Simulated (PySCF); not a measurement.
## Dipole response of Li⁻ (lithium, charge -1)

[He] 2s2, closed-shell 1S. Calculation: PySCF 2.14, in aug-cc-pVQZ-DK; scalar relativity by spin-free X2C-1e. Coupled (time-dependent) response in atomic units; α is the mean over directions.

| method | mean α (bohr³) | C₆ (like pair) | S(−4) |
| --- | --- | --- | --- |
| UHF | 1066 | 31250 | 881000 |

S(−4) is the Cauchy moment in α(ω) = α(0) + S(−4) ω² + …

α(iu) at UHF:

```tsv
u (hartree)	α(iu) (bohr³)
0	1066
0.0500	378.5
0.100	142.5
0.200	42.91
0.300	20.19
0.500	7.679
0.750	3.573
1.00	2.095
1.50	1.007
2.00	0.6070
3.00	0.2987
5.00	0.1191
```

For an ion, C₆ is the dispersion term alone; charge-induced terms of lower order in 1/R come first.
